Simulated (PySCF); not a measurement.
A structure optimised at PBE-D3(BJ)/def2-SVP, used in a PySCF frequency run:

```
C
C 1 1.3566
H 1 1.1041 2 119.12
H 2 1.1064 1 118.14 3 180.00
C 1 1.4508 3 116.55 2 180.00
C 5 1.3511 1 124.99 3 0.00
F 6 1.3463 5 122.28 1 0.00
H 6 1.1020 7 112.64 5 180.00
H 5 1.1022 6 116.29 8 0.00
C 2 1.4954 4 116.63 1 180.00
H 10 1.1081 2 111.85 4 180.00
H 10 1.1123 11 108.03 2 -122.96
H 10 1.1123 11 108.03 12 -114.07
```

Write its SMILES, formula and point group.

C/C=C/C=C\F, C5H7F, Cs

What are its rotational constants (standard atomic weights)?

11.849, 1.4612, 1.3115 GHz
